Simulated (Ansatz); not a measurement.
F6Si, charge -2, singlet, geometry from GFN2-xTB (a gas-phase anion, which may not be bound at this level). Base run: Ansatz (an electronic-structure program) with BLYP/6-311G**.

Ansatz was given this input:
Ansatz 0.2 input:
```yaml
crystal:
  periodic: [false, false, false]
  atoms:
    - {symbol: F, position_ang: [0.39884880, -1.65434300, -0.16462041]}
    - {symbol: Si, position_ang: [0.00000000, 0.00000000, -0.00000000]}
    - {symbol: F, position_ang: [1.17504728, 0.40027767, -1.17561587]}
    - {symbol: F, position_ang: [-1.17504728, -0.40027767, 1.17561587]}
    - {symbol: F, position_ang: [1.17610141, 0.16111496, 1.23038955]}
    - {symbol: F, position_ang: [-0.39884880, 1.65434300, 0.16462041]}
    - {symbol: F, position_ang: [-1.17610141, -0.16111496, -1.23038955]}
basis:
  gaussian:
    orbitals: 6-311G__.json
hamiltonian:
  xc: blyp
total_charge: -2
```
The basis file holds 6-311G** in the JSON format of the Basis Set Exchange.

Each row names what was changed in the base input (with any setting that the change needs).

```csv
change,ΔE vs base (mEh)
base,0.000
lower_state_search = full,0.000
accuracy = high,-0.004
nuclear_model = gaussian,0.308
"point_charge = charge:1.0 position_ang:-4.6178, -0.85, -0.3672",-225.9
fitting.mean_field = def2-universal-JKFIT,-0.157
"final_grid = 6, 12, 29",0.004
"final_grid = 14, 28, 59",-0.005
lower_state_search = off,0.000
"point_charge = charge:-1.0 position_ang:3.7683, -2.8121, 0.2704",221.2
lower_state_search = light,0.000
```

A gas-phase anion may not be bound at this level; its values then depend on the basis.
